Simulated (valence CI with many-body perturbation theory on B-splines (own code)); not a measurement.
# Bi LXXVII: E2, E3, M1, M2 decay

Computed by configuration interaction combined with many-body perturbation theory (CI+MBPT): five valence electrons over a frozen Dirac-Fock core [He], a basis of 11 s, 11 p, 10 d, 8 f, 5 g, 2 h functions for each j, with the one-electron correlation potential Σ1, the two-electron term Σ2, the three-electron term Σ3, Breit, model QED; selected CI, second order for the rest, scaled by the run's own slope (own B-spline code, finite nucleus).

The last digits are not significant, and no measured levels were compared; by estimate large intervals hold to a few tenths of a per cent, small ones and those within an open d or f shell to about a per cent. Among the levels kept, up to 7700 cm⁻¹ of a level comes from second order outside the variational space, and about a tenth of that is noise between levels of different J, which matters for small intervals.

Lines 51 to 100 of 120 in falling wavelength, among levels below 1302.6 Ry, chosen from the decays that carry over 1 % of a level's rate. Wavelengths and rates use the calculated energies. Electric multipoles are in the length gauge, E1 and E2 with the static RPA response of the core. Weak lines are less certain than strong ones. Lines between different terms over intervals too small for the method are left out, as are lines whose strength nearly cancels. The highest levels of a list are the least certain.

Levels are named by their leading jj configuration (3d3/2^4 stands for four electrons in 3d with j = 3/2), which in mixed levels can hold well under half, so a name can repeat and another be missing. Letters in brackets count levels of one name in rising energy.

```tsv
λ vac (Å)	Upper	Lower	Type	A (s⁻¹)	Branch %
1.040	(2s^2 2p1/2^2 3p3/2) J=3/2	(2s^2 2p1/2^2 2p3/2) J=3/2	E2	2.81e+12	35.3
1.040	(2s^2 2p1/2 2p3/2 3p3/2) J=7/2	(2s^2 2p1/2 2p3/2^2) J=5/2	E2	2.00e+12	20.5
1.039	(2s^2 2p1/2 2p3/2 3p3/2) J=5/2 [a]	(2s^2 2p1/2 2p3/2^2) J=3/2	E2	1.75e+12	20.2
1.039	(2s^2 2p1/2 2p3/2 3p3/2) J=1/2 [a]	(2s^2 2p1/2 2p3/2^2) J=3/2	E2	1.81e+12	16.9
1.038	(2s^2 2p1/2 2p3/2 3p3/2) J=3/2 [a]	(2s^2 2p1/2 2p3/2^2) J=3/2	E2	6.40e+11	6.3
1.038	(2s^2 2p1/2 2p3/2 3p3/2) J=7/2	(2s^2 2p1/2 2p3/2^2) J=3/2	E2	2.26e+11	2.3
1.038	(2s^2 2p1/2 2p3/2 3p3/2) J=3/2 [b]	(2s^2 2p1/2 2p3/2^2) J=5/2	E2	1.34e+11	1.8
1.036	(2s^2 2p3/2^2 3p3/2) J=3/2 [a]	(2s^2 2p3/2^3) J=3/2	E2	3.71e+12	18.4
1.035	(2s^2 2p1/2 2p3/2 3p3/2) J=1/2 [b]	(2s^2 2p1/2 2p3/2^2) J=5/2	E2	3.82e+12	27.0
1.033	(2s^2 2p3/2^2 3p3/2) J=3/2 [b]	(2s^2 2p3/2^3) J=3/2	E2	2.51e+11	1.5
1.033	(2s^2 2p1/2 2p3/2 3p3/2) J=1/2 [b]	(2s^2 2p1/2 2p3/2^2) J=3/2	E2	1.83e+12	12.9
1.031	(2s 2p1/2^2 2p3/2 3p3/2) J=1/2 [b]	(2s 2p1/2^2 2p3/2^2) J=5/2	E2	1.02e+12	1.4
1.022	(2s 2p1/2 2p3/2^2 3d5/2) J=9/2 [b]	(2s 2p1/2 2p3/2^3) J=5/2	M2	2.97e+11	1.7
1.019	(2s 2p1/2^2 2p3/2 3d5/2) J=9/2	(2s 2p1/2^2 2p3/2^2) J=5/2	M2	1.92e+11	48.6
1.019	(2s 2p1/2^2 2p3/2 3d5/2) J=9/2	(2s 2p1/2^2 2p3/2^2) J=5/2	E3	1.22e+10	3.1
1.015	(2s^2 2p1/2 2p3/2 3d5/2) J=9/2	(2s^2 2p1/2 2p3/2^2) J=5/2	M2	1.92e+11	46.9
1.015	(2s^2 2p1/2 2p3/2 3d5/2) J=9/2	(2s^2 2p1/2 2p3/2^2) J=5/2	E3	1.26e+10	3.1
0.8689	(2s 2p1/2 2p3/2^2 3p3/2) J=7/2 [a]	(2s 2p1/2^2 2p3/2^2) J=5/2	E2	6.17e+11	2.9
0.8673	(2s 2p1/2 2p3/2^2 3p3/2) J=1/2 [b]	(2s 2p1/2^2 2p3/2^2) J=3/2	E2	2.03e+12	2.6
0.8663	(2s 2p1/2 2p3/2^2 3p3/2) J=5/2 [d]	(2s 2p1/2^2 2p3/2^2) J=1/2	E2	1.42e+12	1.1
0.8662	(2s 2p1/2 2p3/2^2 3p3/2) J=9/2	(2s 2p1/2^2 2p3/2^2) J=5/2	E2	3.05e+12	18.5
0.8660	(2s^2 2p1/2 2p3/2 3p3/2) J=5/2 [a]	(2s^2 2p1/2^2 2p3/2) J=3/2	E2	6.43e+11	7.4
0.8657	(2s^2 2p1/2 2p3/2 3p3/2) J=1/2 [a]	(2s^2 2p1/2^2 2p3/2) J=3/2	E2	1.36e+12	12.7
0.8655	(2s 2p1/2 2p3/2^2 3p3/2) J=5/2 [e]	(2s 2p1/2^2 2p3/2^2) J=1/2	E2	1.53e+12	1.4
0.8654	(2s^2 2p1/2 2p3/2 3p3/2) J=3/2 [a]	(2s^2 2p1/2^2 2p3/2) J=3/2	E2	2.61e+12	25.9
0.8651	(2s^2 2p1/2 2p3/2 3p3/2) J=7/2	(2s^2 2p1/2^2 2p3/2) J=3/2	E2	2.84e+12	29.1
0.8635	(2s^2 2p1/2 2p3/2 3p3/2) J=3/2 [b]	(2s^2 2p1/2^2 2p3/2) J=3/2	E2	1.65e+11	2.2
0.8635	(2s^2 2p1/2 2p3/2 3p3/2) J=3/2 [b]	(2s^2 2p1/2^2 2p3/2) J=3/2	M1	9.91e+10	1.3
0.8631	(2s^2 2p3/2^2 3p3/2) J=3/2 [a]	(2s^2 2p1/2 2p3/2^2) J=1/2	E2	4.80e+11	2.4
0.8630	(2s^2 2p1/2 2p3/2 3p3/2) J=5/2 [b]	(2s^2 2p1/2^2 2p3/2) J=3/2	E2	2.19e+12	22.9
0.8628	(2s^2 2p3/2^2 3p3/2) J=7/2	(2s^2 2p1/2 2p3/2^2) J=5/2	E2	1.30e+12	8.4
0.8628	(2s^2 2p3/2^2 3p3/2) J=5/2	(2s^2 2p1/2 2p3/2^2) J=5/2	E2	2.24e+12	13.2
0.8627	(2s^2 2p3/2^2 3p3/2) J=1/2	(2s^2 2p1/2 2p3/2^2) J=5/2	E2	3.26e+12	17.4
0.8615	(2s^2 2p3/2^2 3p3/2) J=7/2	(2s^2 2p1/2 2p3/2^2) J=3/2	E2	2.29e+12	14.8
0.8614	(2s^2 2p3/2^2 3p3/2) J=5/2	(2s^2 2p1/2 2p3/2^2) J=3/2	E2	1.25e+12	7.4
0.8613	(2s^2 2p1/2 2p3/2 3p3/2) J=1/2 [b]	(2s^2 2p1/2^2 2p3/2) J=3/2	E2	1.38e+12	9.8
0.8612	(2s^2 2p3/2^2 3p3/2) J=3/2 [b]	(2s^2 2p1/2 2p3/2^2) J=1/2	E2	3.04e+12	18.2
0.8592	(2s^2 2p3/2^2 3p3/2) J=3/2 [a]	(2s^2 2p1/2 2p3/2^2) J=5/2	E2	2.53e+12	12.6
0.8579	(2s^2 2p3/2^2 3p3/2) J=3/2 [a]	(2s^2 2p1/2 2p3/2^2) J=3/2	E2	4.71e+11	2.3
0.8573	(2s^2 2p3/2^2 3p3/2) J=3/2 [b]	(2s^2 2p1/2 2p3/2^2) J=5/2	E2	4.04e+11	2.4
0.8478	(2s^2 2p1/2 2p3/2 3d5/2) J=9/2	(2s^2 2p1/2^2 2p3/2) J=3/2	E3	3.28e+10	8.0
0.8458	(2s^2 2p3/2^2 3d5/2) J=9/2	(2s^2 2p1/2 2p3/2^2) J=5/2	M2	1.35e+11	9.3
0.8445	(2s^2 2p3/2^2 3d5/2) J=9/2	(2s^2 2p1/2 2p3/2^2) J=3/2	E3	2.49e+10	1.7
0.8373	(2s 2p1/2^2 2p3/2 3d3/2) J=5/2 [a]	(2s^2 2p1/2^2 2p3/2) J=3/2	E2	8.06e+12	3.0
0.8368	(2s 2p1/2^2 2p3/2 3d3/2) J=7/2	(2s^2 2p1/2^2 2p3/2) J=3/2	E2	1.32e+13	17.6
0.8366	(2s 2p1/2 2p3/2^2 3d3/2) J=7/2 [a]	(2s^2 2p1/2 2p3/2^2) J=3/2	E2	1.11e+13	1.1
0.8360	(2s 2p1/2 2p3/2^2 3d3/2) J=9/2	(2s^2 2p1/2 2p3/2^2) J=5/2	E2	1.40e+13	55.7
0.8328	(2s 2p1/2 2p3/2^2 3d3/2) J=5/2 [d]	(2s^2 2p1/2 2p3/2^2) J=1/2	E2	1.07e+13	4.8
0.8315	(2s 2p1/2^2 2p3/2 3d3/2) J=3/2 [b]	(2s^2 2p1/2^2 2p3/2) J=3/2	E2	7.78e+12	2.3
0.8312	(2s 2p1/2^2 2p3/2 3d3/2) J=5/2 [b]	(2s^2 2p1/2^2 2p3/2) J=3/2	E2	8.71e+12	5.0
```
